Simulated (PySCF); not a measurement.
**Structure from NMR data**

Molecular formula: C5H6F2O2. Simulated spectra:

¹H NMR (600 MHz, computed): δ 6.40 (m, 1H), 6.08 (s, 1H), 4.60 (m, 2H), 3.17 (m, 2H).

¹³C{¹H} NMR (computed): δ 141.2 (C), 133.3 (CH), 122.7 (CH), 69.3 (CH2), 34.4 (CH2).

[PySCF 2.14: structure optimised with GFN2-xTB; PBE0/pcSseg-1 with gauge-including orbitals; one conformer; one averaged value for each set of equivalent atoms; relativity neglected; isolated molecule]

Chemical shifts δ = σref − σ; ¹H (σref 31.72) and ¹³C (σref 186.93) against TMS, all at this level.

Choose the structure that fits.
A. F[C@@H]1OC[C@@]12CO[C@@H]2F
B. FC(F)OC1=COCC1
C. FC(F)O[C@H]1C=COC1

## Answers

B. 

- Rings plus π bonds: 2 (1 ring in the answer).
- 5 carbon signals for 5 carbons: no two carbons are equivalent.
- Carbon types of the structure: 1 × C, 2 × CH, 2 × CH2, which accounts for all hydrogens.
- δC 141.2, 133.3: alkene carbon bearing oxygen.
- δC 122.7: sp3 CH bonded to 2 F and O; 3 electronegative neighbours deshield it.
- δC 69.3: sp3 CH2 bonded to O; the inductive effect lowers its shielding.
- δH 6.40: hydrogen on an sp3 CH bonded to 2 F and O; its carbon carries F and O, which withdraws density.
- δH 6.08: hydrogen on an alkene carbon bearing oxygen; a vinylic proton, deshielded by the sp2 carbon and the C=C anisotropy.

The others: FC(F)O[C@H]1C=COC1 would give 6 signals for carbon-bound and other non-exchanging H, not 4; F[C@@H]1OC[C@@]12CO[C@@H]2F would give 6 signals for carbon-bound and other non-exchanging H, not 4.

Splittings by ¹⁹F in the carbon and heteronuclear signals aren't shown, as no couplings were computed. Shifts are as computed. Against solution values, carbons near 30 ppm lie about +3 ppm off and those near 130 ppm about +5 ppm. Of 1211 compounds with measured shifts, 218 miss one by over three times the rms of a fit or turn the order of signals round; such compounds aren't used in these exercises. No couplings were computed; multiplicities are counted from neighbouring protons, with m where these are inequivalent, close in shift, in a saturated or five-membered ring or joined by F or P, and br s for small geminal =CH2 splittings.
